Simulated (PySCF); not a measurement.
## Spin states of SiGe⁺

Unrestricted PBE0; basis Si def2-SVP, Ge def2-SVP; no relativity; PySCF 2.14. Outer shells of the fragments: Si 3s2 3p2; Ge+ 3d10 4s2 4p1.

Followed along the bond (rough minima from three points):

| 2Ms+1 | unpaired | ⟨S²⟩ at the start | R at minimum (Å) | Te (eV) |
| --- | --- | --- | --- | --- |
| 4 | σ ↑, π ↑↑ | 3.75 | 2.35 | 0.00 |
| 2 | σ ↓, π ↑↑ | 1.78 | 2.34 | 0.34 |
| 2 | σ ↑, π ↑↓ | 1.77 | 2.36 | 0.39 |
| 2 | π ↑ | 0.75 | 2.56 | 0.57 |
| 2 | σ ↑ | 0.76 | 2.39 | 1.05 |

Solutions found at the starting distance of 2.375 Å, counted from the lowest of them; the search is not exhaustive and high or unbound solutions are not listed, so other states can lie among these:

```tsv
2Ms+1	unpaired	term	E (eV)	⟨S²⟩	⟨Lz²⟩	μ (D)
4	σ ↑, π ↑↑	⁴Σ⁻	0.00	3.75	0.00	-2.14
2	σ ↓, π ↑↑	mixed	0.34	1.78	0.00	-2.15
2	σ ↑, π ↑↓	mixed	0.39	1.77	2.01	-2.15
2	π ↑	²Π	0.71	0.75	1.00	-2.13
2	σ ↑	mixed	1.05	0.76	2.00	-2.22
2	π ↑	²Π	1.69	0.78	1.01	-2.16
4	σ ↑, π ↑↑	mixed	2.28	3.76	2.01	-2.51
4	π ↑↑↑	⁴Π	2.81	3.76	1.00	-2.39
```

A term symbol is given only where ⟨S²⟩ and ⟨Lz²⟩ are close to those of a pure state; real π, δ and φ orbitals otherwise mix terms. A positive dipole points towards Ge; it is taken about the centre of mass and depends on that origin.

Spin–orbit coupling is left out.
